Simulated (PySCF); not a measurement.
A run for PySCF: R-HF/STO-3G on BeBrI (SMILES [Br][Be][I]), a point of a bond scan (R = 4.331 Å).

```python
from pyscf import gto, scf, dft, mp
from pyscf.data.elements import chemcore

mol = gto.M(
    atom='''
    Be   -0.00000000   -0.00000000   -0.50333561
    Br   -0.00000000   -0.00000000   -2.45917122
    I     0.00000000    0.00000000    3.82727279
    ''',
    basis='sto-3g',
    charge=0, spin=0, verbose=3, max_memory=1800)
mf = scf.RHF(mol)
mf.conv_tol = 1e-8
mf.max_cycle = 100
mf.kernel()
if not mf.converged:
    mf = mf.newton().run(mf.mo_coeff, mf.mo_occ)
```

Program output:

```
converged SCF energy = -9409.70759238549
```

The calculation finished and met its thresholds.

Cost: around 0.8 core-seconds (rough).
